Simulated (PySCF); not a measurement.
# A ladder of Hamiltonians for Gd⁵⁸⁺ (gadolinium, charge +58)

Occupied: 1s1/2, 2s1/2, 2p1/2. Hartree-Fock calculated with PySCF 2.14 in an even-tempered Gaussian basis (19 s from 13 bohr⁻², ratio 2.3; 15 p from 15 bohr⁻², ratio 2.3), Gaussian nucleus throughout. NR is non-relativistic, sf-X2C the spin-free one-electron X2C Hamiltonian, X2C adds the bare one-electron spin-orbit term, X2C-SNSO screens it by Boettger's factors, DC is four-component Dirac-Coulomb, and the Gaunt and Breit terms are added at first order (total energies over the DC spinors, levels after relaxing the spinors in that mean field). QED terms are absent. Levels marked empty are virtual spinors of this ion.

```json
{"Hamiltonian": "X2C", "E (hartree)": "-6321.7778", "E − E(DC) (hartree)": "1.2533", "CPU seconds": "0.2"}
{"Hamiltonian": "X2C-SNSO", "E (hartree)": "-6320.3416", "E − E(DC) (hartree)": "2.6895", "CPU seconds": "0.2"}
{"Hamiltonian": "DC", "E (hartree)": "-6323.0311", "E − E(DC) (hartree)": "0.0000", "CPU seconds": "8.5"}
{"Hamiltonian": "DC+Gaunt", "E (hartree)": "-6316.5658", "E − E(DC) (hartree)": "6.4653", "CPU seconds": "18"}
{"Hamiltonian": "DC+Breit", "E (hartree)": "-6316.8998", "E − E(DC) (hartree)": "6.1313", "CPU seconds": "55"}
```

```
   level (eV)       X2C  X2C-SNSO        DC  DC+Gaunt  DC+Breit
        1s1/2  -56282.4  -56283.9  -56324.9  -56195.0  -56199.2
        2s1/2  -13416.6  -13417.1  -13422.5  -13409.3  -13410.5
        2p1/2  -13221.9  -13202.7  -13207.9  -13180.4  -13183.6
2p3/2 (empty)  -12147.9  -12155.1  -12156.1  -12142.8  -12145.9
3s1/2 (empty)   -5609.7   -5609.8   -5611.2   -5607.5   -5608.0
```

Weight of the small component: 1s1/2 0.0571, 2s1/2 0.0136, 2p1/2 0.0135, 2p3/2 0.0125, 3s1/2 0.00557.

Koopmans' value for the highest occupied level at DC+Breit: 13183.6 eV, against an ionisation energy of 13183 ± 6 eV (theoretical estimate listed by NIST; NIST Atomic Spectra Database, ionization energies); the former lacks relaxation, correlation, QED and recoil.

The whole ladder took 84 s of wall time on 1 thread of Intel(R) Xeon(R) 6975P-C (shared host), launched as `OMP_NUM_THREADS=1 python relrun2.py TASK.json OUT` (a driver that calls PySCF for each Hamiltonian).
